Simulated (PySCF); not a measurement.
# V²⁺: excitation energy

V²⁺ [Ar] 3d3 (4F) → V²⁺ [Ar] 3d2 4p1 (high-spin determinant), as a difference of total energies. Calculation: PySCF 2.14, in dyall-av2z; the non-relativistic Hamiltonian (point nucleus). Correlated levels: valence: [Ar] frozen; virtual orbitals above 40 to 60 times the deepest correlated orbital energy dropped. The calculations carry no spin-orbit coupling.

| method | excitation energy (cm⁻¹) |
| --- | --- |
| UHF | 84541 |
| LDA | 89432 |
| PBE | 87841 |
| PBE0 | 88485 |
| r2SCAN | 90067 |
| B2PLYP | 87526 |
| LC-wPBE | 91276 |
| PBEsol | 88589 |
| HSE06 | 88151 |
| MP2 (valence) | 86275 |
| SCS-MP2 (valence) | 85119 |

A first-order spin-orbit estimate (lowest level to lowest level, LS coupling) adds -0.028 eV.

The determinant of the upper state mixes LS terms, which raises its energy above the lowest term, most at the Hartree-Fock and MP2 levels.
